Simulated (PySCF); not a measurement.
# Electron correlation in Cu²⁺ (copper, charge +2)

[Ar] 3d8 4p1, one real determinant (an excited configuration). Computed with PySCF 2.14 in aug-cc-pVTZ-PP with ECP10MDF, with scalar relativity through the core potential. Frozen: 3s2 3p6; 9 electrons correlated.

```
  level  correlation energy (mhartree)
   CCSD                        -265.65
    (T)                          -5.57
CCSD(T)                        -271.22
```

Diagnostics: T1 = 0.0081, D1 = 0.0265, largest double amplitude 0.034.

Question: Is a single reference adequate?

Answer: Yes: T1 lies below 0.03 and no double amplitude reaches 0.07.

The reference is one real determinant that mixes LS terms of this configuration.
